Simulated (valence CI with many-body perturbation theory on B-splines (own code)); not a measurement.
From CI to CI+MBPT in Hf XL

Calculated by configuration interaction combined with many-body perturbation theory (CI+MBPT): five valence electrons over a frozen Dirac-Fock core [Ar] 3d10, radial functions for each j: 9 s, 9 p, 8 d, 6 f, 3 g, 1 h, with the one-electron correlation potential Σ1 (screened to all orders), the two-electron term Σ2, the three-electron term Σ3, Breit, model QED; selected single and double excitations, second order for the rest (own B-spline code, finite nucleus).

No measured spectrum was set against this ion. As an estimate, large intervals hold to a few tenths of a per cent, small ones and those within an open d or f shell to about a per cent. Among the levels kept, up to 300 cm⁻¹ of a level comes from second order outside the variational space, and about a tenth of that is noise between levels of different J, which matters for small intervals.

Each rung adds one term. CI alone is the Dirac-Coulomb CI over the frozen core; QED comes last and gives the full result, which names the levels. Energies are above (4s^2 4p1/2^2 4p3/2) J=3/2 on the same rung, in cm⁻¹.

Levels are named by their leading jj configuration (3d3/2^4 stands for four electrons in 3d with j = 3/2), which in mixed levels can hold well under half, so a name can repeat and another be missing. Letters in brackets count levels of one name in rising energy.

```csv
Level,CI alone,Σ1,Σ2,Σ3,Breit,QED,Full
(4s^2 4p1/2 4p3/2^2) J=3/2,617639,+1906,+2024,+182,-7584,+809,614976
(4s^2 4p1/2 4p3/2^2) J=5/2,661084,+1919,+1433,+48,-8019,+807,657272
(4s^2 4p1/2 4p3/2^2) J=1/2,714699,+1932,+592,-133,-7482,+799,710407
(4s^2 4p1/2^2 4d3/2) J=3/2,1188860,-1605,-1003,+330,-2682,-1761,1182140
(4s 4p1/2^2 4p3/2^2) J=5/2,1323170,+312,+1212,+533,-3336,-4921,1316970
(4s^2 4p3/2^3) J=3/2,1340010,+3836,+2632,+12,-15154,+1573,1332910
(4s^2 4p1/2^2 4d5/2) J=5/2,1433250,-105,-3555,+166,-4142,-3842,1421770
(4s 4p1/2^2 4p3/2^2) J=1/2,1488380,+1133,-846,+190,-1384,-7599,1479880
(4s 4p1/2^2 4p3/2^2) J=3/2,1508370,+1039,-3020,+243,-1930,-7175,1497530
(4s^2 4p1/2 4p3/2 4d3/2) J=5/2 [a],1804890,+241,+763,+537,-10630,-808,1794990
(4s^2 4p1/2 4p3/2 4d3/2) J=3/2 [a],1805490,+308,+568,+539,-10278,-1012,1795620
(4s^2 4p1/2 4p3/2 4d3/2) J=1/2 [a],1808400,+270,+639,+551,-10160,-888,1798810
(4s^2 4p1/2 4p3/2 4d3/2) J=7/2,1848190,+262,+293,+391,-11204,-748,1837190
(4s^2 4p1/2 4p3/2 4d5/2) J=3/2 [a],1931060,+1827,+2962,+694,-11450,-3033,1922060
(4s^2 4p1/2 4p3/2 4d5/2) J=7/2 [a],1947300,+967,+396,+587,-13558,-384,1935310
(4s^2 4p1/2 4p3/2 4d3/2) J=5/2 [b],1963710,+777,-5159,+78,-11161,-862,1947380
(4s^2 4p1/2 4p3/2 4d3/2) J=3/2 [b],1976500,+429,-8568,-32,-9863,-1411,1957060
(4s^2 4p1/2 4p3/2 4d5/2) J=5/2 [a],1972330,+1158,-357,+468,-12116,-2169,1959310
(4s^2 4p1/2 4p3/2 4d3/2) J=1/2 [b],1979890,+481,-6953,+19,-9911,-1353,1962170
```

The middle columns are the shifts that each term adds.

Problem. How does the ionisation energy move along the ladder, and which term matters most?

Solution. CI alone 1829.5, + Σ1 1831.1, + Σ2 1831.3, + Σ3 1831.0, + Breit 1829.7, + QED 1829.6 eV. The largest step is Σ1, 1.5 eV. NIST lists 1827 ± 4 eV (theoretical).
